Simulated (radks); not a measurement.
Results of a calculation; reference values are marked as such.
Question: All-electron atom: Gd in [Xe] 4f7 5d1 6s2 (the NIST ground configuration). Code: a radial shooting solver on a logarithmic mesh with Libxc functionals. Model: scalar-relativistic Kohn-Sham, PBEsol, spin-polarised, spherical densities, point nucleus; open shells are filled with parallel spins first (spin-orbit coupling, left out, can overturn this in heavy ions); hard spherical wall at 2 bohr. Some entries of the table are withheld. Estimate them.

orbital  occ.  eigenvalue (hartree)  r(max) (bohr)  <1/r> (bohr^-1)
1s down     1             -1837.230        0.01392            71.64
1s up       1             -1837.229        0.01392            71.64
2s up       1             -300.7541        0.07903            16.61
2s down     1             -300.7452        0.07903            16.61
2p up       3             -267.2967        0.06396            15.51
2p down     3             -267.2899        0.06396            15.51
3s up       1             -64.40889         0.2245            6.088
3s down     1             -64.31518         0.2244            6.095
3p up       3             -54.04957         0.2203            5.723
3p down     3             -53.95599         0.2202            5.729
3d up       5             -40.34874         0.1803            5.430
3d down     5             -40.27395         0.1801            5.436
4s up       1             -10.92460         0.5174            2.550
4s down     1             -10.70122         0.5172            2.549
4p up       3              -7.54265         0.5409            2.335
4p down     3              -7.32105         0.5407            2.333
4d up       5              -2.88001         0.5648            2.034
4d down     5              -2.66148         0.5645            2.031
5s up       1               0.48669          1.183            1.128
5s down     1               0.64025          1.189            1.121
5p up       3               1.57334          1.263            1.090
5p down     3               1.71766          1.269            1.084
4f up       7               2.14297         0.5922            1.527
4f down     0               2.34880         0.5948            1.514
5d up       1               3.30446          1.360            1.090
5d down     0               3.43994          1.366            1.087
5f up       0                   (1)          1.456              (2)
5f down     0                   (3)          1.461              (4)
6s up       1                   (5)          1.602            1.266
6s down     1                   (6)          1.604            1.267
6p up       0               8.44436          1.623            1.288
6p down     0               8.58349          1.625            1.289
7s up       0              17.48443          1.738            1.424
7s down     0              17.62970          1.738            1.425

Answer: 
(1) 5f up eigenvalue (hartree): 5.65061
(2) 5f up <1/r> (bohr^-1): 1.237
(3) 5f down eigenvalue (hartree): 5.79451
(4) 5f down <1/r> (bohr^-1): 1.245
(5) 6s up eigenvalue (hartree): 7.16230
(6) 6s down eigenvalue (hartree): 7.29947
